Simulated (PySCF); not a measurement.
Two species compared at the same levels of theory.

First species: C₇H₉PS.
SMILES: `c1c(C)pccc1SC`

Second species: C₇H₁₀OP₂.
Structure used (GFN2-xTB), in Å, numbered top down from 1:
```xyz
20
C7H10OP2 angstrom
C     -3.084    1.058   -0.202
C     -2.323    0.434    0.969
C     -0.978   -0.070    0.512
C     -0.922   -1.316   -0.094
C      0.187   -1.940   -0.619
P      1.829   -1.388   -0.696
C      1.713    0.176    0.071
O      2.820    0.955    0.219
C      4.039    0.446   -0.253
P      0.347    1.032    0.761
H     -2.513    1.888   -0.614
H     -4.051    1.429    0.128
H     -3.242    0.325   -0.990
H     -2.908   -0.388    1.387
H     -2.189    1.190    1.746
H     -1.858   -1.862   -0.155
H      0.047   -2.923   -1.055
H      3.995    0.263   -1.333
H      4.794    1.198   -0.034
H      4.291   -0.495    0.250
```

Levels: PBE0/pcSseg-1 for dipole moment, HOMO energy, LUMO energy and HOMO–LUMO gap; GFN2-xTB for rotational constant A and rotational constant C. Geometries: GFN2-xTB. Each structure is a single optimised conformer of the isolated species, non-relativistic unless stated. Electronic properties by PySCF.

Dipoles, sizes and rotational constants follow the conformer. The torsions of the flexible species, by atom-mapped SMILES:
- `[CH3:1][S:2][c:3]1[cH:4][cH:5][p:6][c:7]([CH3:8])[cH:9]1`: C1–S2–C3–C4 0°
- `[CH3:1][CH2:2][c:3]1[cH:4][cH:5][p:6][c:7]([O:8][CH3:9])[p:10]1`: C1–C2–C3–C4 -82°, P6–C7–O8–C9 -1°

| property | column X | column Y |
| --- | --- | --- |
| dipole moment | 1.11 D | 2.09 D |
| HOMO energy | -6.65 eV | -6.12 eV |
| LUMO energy | -1.88 eV | -1.31 eV |
| HOMO–LUMO gap | 4.77 eV | 4.81 eV |
| rotational constant A | 1.918 GHz | 2.451 GHz |
| rotational constant C | 0.519 GHz | 0.568 GHz |

Q: Which column belongs to which species?

A: Column X is the second species and column Y the first. The first has 18 atoms and 82 electrons, the second 20 and 90.

Q: How does each property change from the first species to the second?

A: dipole moment -0.98 D; HOMO energy -0.53 eV; LUMO energy -0.57 eV; HOMO–LUMO gap -0.04 eV; rotational constant A -0.533 GHz; rotational constant C -0.049 GHz.

On the first: The dipole matches unit charges of opposite sign 0.43 Å apart (1 e·Å = 4.8032 D).

On the second: The dipole equals about 3.7 × 10⁻³⁰ C·m (1 D = 3.33564 × 10⁻³⁰ C·m). A dipole of 1.11 D is allowed in C1, and pure rotational transitions are dipole-allowed.
